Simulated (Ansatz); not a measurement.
The cluster Mg₅Si₃⁻. Total charge -1; doublet. Geometry r2SCAN-D4/def2-SVPD, basis def2-TZVPD, Ansatz.

```csv
atom,x (Å),y (Å),z (Å)
Mg1,-1.7787,0.6200,0.8540
Mg2,0.4408,2.6912,-0.9804
Mg3,1.1003,1.4355,1.6258
Mg4,-1.1108,-1.8387,-0.8503
Mg5,-0.0192,-1.3674,1.9557
Si6,-1.0720,0.6233,-1.7388
Si7,1.4429,-2.1732,-0.1266
Si8,0.9967,0.0093,-0.7395
```

```json
{"run": "A", "HOMO (eV)": "-0.42", "LUMO (eV)": "0.38"}
{"run": "B", "HOMO (eV)": "-0.28", "LUMO (eV)": "0.08"}
{"run": "C", "HOMO (eV)": "-0.86", "LUMO (eV)": "0.78"}
{"run": "D", "HOMO (eV)": "-0.99", "LUMO (eV)": "0.86"}
{"run": "E", "HOMO (eV)": "-0.25", "LUMO (eV)": "0.26"}
```

Another isomer (doublet) lies 0.30 eV lower at PBE0-D4/def2-TZVPD; other spin states weren't run for this one.

HOMO and LUMO are taken over both spins.

Problem. The runs used LDA (SPW92), PBE, PBE0, r2SCAN, r2SCAN0. Estimate which is which.

Solution. A r2SCAN (0 % exact exchange); B LDA (SPW92) (0 % exact exchange); C PBE0 (25 % exact exchange); D r2SCAN0 (25 % exact exchange); E PBE (0 % exact exchange). Exact exchange lowers occupied and raises empty levels; among semilocal functionals meta-GGAs tend to open the gap a little, and such runs are hard to tell apart. The gap grows from 0.35 eV (LDA (SPW92)) to 1.85 eV (r2SCAN0).
